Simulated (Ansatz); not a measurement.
A calculation with Ansatz (development build ahead of 0.2.0).

```yaml
crystal:
  periodic: [false, false, false]
  atoms:
    - { symbol: V, position_ang: [0.0, 0.0, 0.0] }
    - { symbol: Co, position_ang: [0.0, 0.0, 4.655] }
basis:
  gaussian: { orbitals: pcseg-2 }
magnetization:
  initial_magnetization: 4
hamiltonian:
  xc: hf
```

The input is written out in the form of the current development build from the run's settings.

Output:

* Converged: yes
* Total energy: -2324.17252 hartree
* Spin squared of the determinant: 6.000
* Stability test: minimum among restricted orbitals

Caution: stretched shape with no unrestricted run beside it, a lower state can exist; other spin multiplicities were not run.
